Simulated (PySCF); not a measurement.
Hf(F)2(SH)2 (F2H2HfS2), SMILES [F][Hf]([F])([SH])[SH], multiplicity 1. Heavy atoms are numbered as in [Hf:1]([F:2])([F:3])([SH:4])[SH:6]. Hydrogens are named by the atom that carries them.

The structure is a stationary point at B3LYP-D3(BJ)/def2-SVP. The geometry has at least one imaginary mode, so it is a saddle point at that level. The spin state was assumed, not searched. The structure was generated by enumeration; whether it is a known compound was not checked. The def2 effective core potentials stand for the cores of Hf; spin–orbit coupling is left out. One conformer was computed; it need not be the lowest.

The numbers are results of ωB97X/def2-TZVP (PySCF), not measurements.

ESP charges are fitted to the potential on shells at 1.4 to 2.0 van der Waals radii. Atomic charges (e), one atom of each kind:

| atom | Löwdin | ESP fit |
|---|---|---|
| Hf1 | 0.36 | 1.08 |
| F2 | -0.23 | -0.35 |
| S4 (SH) | -0.02 | -0.39 |
| H on S4 | 0.07 | 0.20 |
